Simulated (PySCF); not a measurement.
C3H9Ge, SMILES C[C](C)[GeH3] (connectivity only; charge and spin as stated), charge +1, multiplicity 1.

The structure is a stationary point at PBE0-D3(BJ)/def2-SVP. The spin state was assumed, not searched. The isomer is the one that the SMILES or the coordinates give; other isomers of the formula were not compared.

All values below come from TDA-M06-2X/def2-SVPD in PySCF.

Vertical excitations. Gas-phase values at a fixed geometry.

```json
[
 {"state": "S1", "energy (eV)": "3.75", "λ (nm)": "331", "f": "0.003", "main pairs": "HOMO→LUMO 87 %"},
 {"state": "S2", "energy (eV)": "5.37", "λ (nm)": "231", "f": "0.005", "main pairs": "HOMO−1→LUMO 92 %"},
 {"state": "S3", "energy (eV)": "5.67", "λ (nm)": "219", "f": "0.119", "main pairs": "HOMO−2→LUMO 90 %"},
 {"state": "S4", "energy (eV)": "5.82", "λ (nm)": "213", "f": "0.001", "main pairs": "HOMO−3→LUMO 87 %"},
 {"state": "S5", "energy (eV)": "7.47", "λ (nm)": "166", "f": "0.279", "main pairs": "HOMO−4→LUMO 96 %"},
 {"state": "S6", "energy (eV)": "7.65", "λ (nm)": "162", "f": "0.002", "main pairs": "HOMO−5→LUMO 81 %"},
 {"state": "S7", "energy (eV)": "8.28", "λ (nm)": "150", "f": "0.001", "main pairs": "HOMO−6→LUMO 91 %"},
 {"state": "S8", "energy (eV)": "8.82", "λ (nm)": "141", "f": "0.171", "main pairs": "HOMO−7→LUMO 45 %, HOMO→LUMO+1 26 %, HOMO→LUMO+2 7 %"},
 {"state": "S9", "energy (eV)": "8.89", "λ (nm)": "139", "f": "0.063", "main pairs": "HOMO−1→LUMO+1 61 %, HOMO−1→LUMO+2 19 %, HOMO−7→LUMO 11 %"},
 {"state": "S10", "energy (eV)": "8.98", "λ (nm)": "138", "f": "0.070", "main pairs": "HOMO−2→LUMO+1 48 %, HOMO−2→LUMO+2 18 %, HOMO−7→LUMO 14 %, HOMO→LUMO+1 9 %"},
 {"state": "T1", "energy (eV)": "3.07", "λ (nm)": "404", "f": "0", "main pairs": "HOMO→LUMO 89 %"},
 {"state": "T2", "energy (eV)": "5.04", "λ (nm)": "246", "f": "0", "main pairs": "HOMO−2→LUMO 77 %"},
 {"state": "T3", "energy (eV)": "5.16", "λ (nm)": "240", "f": "0", "main pairs": "HOMO−1→LUMO 56 %, HOMO−3→LUMO 21 %, HOMO−2→LUMO 15 %"},
 {"state": "T4", "energy (eV)": "5.42", "λ (nm)": "229", "f": "0", "main pairs": "HOMO−3→LUMO 59 %, HOMO−1→LUMO 33 %"}
]
```
Triplets are in the Tamm–Dancoff approximation.
